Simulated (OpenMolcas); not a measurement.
Cr4+: ligand-field states by method

Cr4+ with 6 ligands (chloride) in octahedral coordination (Oh) at 2.31 Å. A charge of +0.333 e stands 3.2 Å behind each ligand. Ligand basis ANO-RCC-VDZP.

```
Program             : OpenMolcas
Basis               : ANO-RCC-VDZP [5s4p2d1f]
Scalar Hamiltonian  : DKH2, point nucleus
Active space        : 2 electrons in 5 orbitals (3d)
State averaging     : 2S+1 = 3 even, 10 roots; 2S+1 = 1 even, 15 roots
Spin-orbit coupling : RASSI with atomic mean-field integrals over the reference wave functions
```

I. CASSCF
II. SS-CASPT2, IPEA 0.25 Eh, imaginary shift 0.1 Eh (closed shells correlated: 3s 3p and the ligand valence shells)
III. SS-CASPT2, IPEA 0.5 Eh, imaginary shift 0.1 Eh (closed shells correlated: 3s 3p and the ligand valence shells)

Spin-free states (labels of O, the rotations of Oh) in cm-1, each column counted from its own energy of the first state listed:

```
   State  Degeneracy      I     II    III
     3T1           3      0      0      0
     1T2           3  14349   8760   8790
      1E           2  14853   9290   9260
     3T2           3  15244  23490  24370
     3T1           3  26712  31050  32270
2S+1 = 1           3  28461  30530  31740
     1A1           1  30176  21210  22970
2S+1 = 1           3  31431  33570  34350
     3A2           1  34977  50110  51880
      1E           2  46241  54280  56330
     1A1           1  62039  60840  63880
```

From I to II, I's first state of the same spin (3T2) moves from 15244 to 23490 cm-1, by about +8200 cm-1.

From I to II, I's first state of another spin (1T2) moves from 14349 to 8760 cm-1, by about -5600 cm-1.

χT at 300 K: I 0.75, II 0.75, III 0.75 cm3 K/mol.

Roots that are degenerate in the reference are averaged as groups; the widest CASPT2 spread within a group is 510 cm-1 (the 2-fold group of multiplicity 1 near 56300 cm-1 above the lowest state of its run, III). Shifts and gaps below about the spread of the groups concerned are not significant. Over all roots computed the reference weight is 0.60 to 0.63 in II, 0.62 to 0.64 in III; a low but even weight reflects the number of correlated electrons. An orbital triplet at a regular site is open to Jahn-Teller coupling, which can distort the site and quench the lowest spin-orbit gaps and is left out. The least metal-like active orbital is 71 % on the metal (Löwdin) and no ligand orbital is active, so the numbers are rough. Ligand-to-metal charge-transfer states are missing. With no ligand orbital active B as a rule stays too high, so bands that hang on it stand too high and its fall with covalency is understated. Without dynamic correlation the repulsion within the d shell is too large (B by tens of per cent), so at a given field states of lower spin stand too high (holds for I). With metal d orbitals alone and no dynamic correlation the field as a rule comes out too small, by tens of per cent, by up to half for chloride and softer ligands (holds for I). These CASPT2 states fit no ligand-field parameters well, so their order and spin gaps are uncertain (holds for II; III). With one d shell and no ligand orbital active, 10Dq can be off by a tenth or more (holds for II; III). No measured value stands beside these numbers; the geometry was imposed, not optimised, and the real ion may take another.
